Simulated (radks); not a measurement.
Values are calculated unless marked as measured or tabulated.
Initial-state core-level shifts of the arsenic ion As+ when its valence configuration changes from [Ar] 3d10 4s2 4p2. Level of theory: scalar-relativistic Kohn-Sham, PBEsol, spin-unpolarised, spherical densities, point nucleus (a radial shooting solver on a logarithmic mesh with Libxc functionals). Shifts are changes of the shell-averaged eigenvalues in eV (positive: less bound).

| valence | 1s | 2s | 2p | 3p |
|---|---|---|---|---|
| 3d9.5 4s2 4p2.5 | -6.607 | -7.265 | -7.209 | -5.804 |
| 3d10 4s1 4p3 | -1.727 | -1.671 | -1.667 | -1.703 |
| 3d9 4s2 4p3 | -13.433 | -14.796 | -14.684 | -11.698 |
| 3d8 4s2 4p4 | -27.727 | -30.636 | -30.406 | -23.732 |
| 3d10 4s1.5 4p2.5 | -0.874 | -0.845 | -0.844 | -0.861 |
| 3d10 4s0.5 4p3.5 | -2.561 | -2.479 | -2.473 | -2.528 |
| 3d8 4s1 4p5 | -29.197 | -32.087 | -31.847 | -25.183 |
| 3d10 4p4 | -3.377 | -3.269 | -3.261 | -3.336 |
| 3d9 4s1.5 4p3.5 | -14.236 | -15.581 | -15.465 | -12.489 |
